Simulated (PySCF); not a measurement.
# Radial density of Os (osmium, neutral)

UHF, [Xe] 4f14 5d7 6s1, high-spin 5F determinant (an excited configuration). All numbers are calculated (PySCF 2.14, a scalar-relativistic core potential, in aug-cc-pVTZ-PP with one added diffuse shell each of s, p, d, f, g type with ECP60MDF (7s7p6d4f3g, 113 functions)). This is the valence pseudo-density: the core potential removes the inner electrons and smooths the orbitals near the nucleus.

```
r (bohr)  4πr²ρ (e/bohr)  4πr²(ρα − ρβ)
   0.134       1.736e-05         0.0000
   0.225       0.0007144         0.0001
   0.379         0.07392         0.0047
   0.638           3.893         0.2071
    1.07           13.01         1.5437
    1.80           5.481         1.8197
    3.04           1.230         0.7064
    5.11          0.1286         0.0910
    8.59        0.002036         0.0016
```

Energies and moments cover only the electrons outside the core potential. Spin-orbit coupling, absent here, splits the open shell strongly.
